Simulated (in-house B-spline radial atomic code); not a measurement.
What moves the levels of the iridium ion Ir⁺ ([Xe] 4f14 5d7 6s1)? Computed with a B-spline radial code for spherical atoms: Dirac-Hartree-Fock, average of the jj configuration, Fermi nucleus of rms radius 5.3705 fm.

Baseline run (computed): total energy -17846.5633 hartree, 1s1/2 at -2815.66 hartree, 6s1/2 at -15.873 eV with <r> = 2.835 bohr.

Changing the nucleus:

```tsv
nucleus	ΔE (eV)
Fermi nucleus of rms radius 5.378 fm, A = 183	0.215
Fermi nucleus of rms radius 5.3805 fm, A = 184	0.286
Fermi nucleus of rms radius 5.3854 fm, A = 185	0.426
Fermi nucleus of rms radius 5.39 fm, A = 186	0.558
Fermi nucleus of rms radius 5.3812 fm, A = 187	0.306
Fermi nucleus of rms radius 5.3838 fm, A = 188	0.381
Fermi nucleus of rms radius 5.3898 fm, A = 189	0.553
Fermi nucleus of rms radius 5.3968 fm, A = 191	0.753
Fermi nucleus of rms radius 5.4032 fm, A = 193	0.937
```

A larger nucleus binds the electrons less, roughly as the density at the nucleus times the change of the nuclear <r²>. The reference is A = 182.
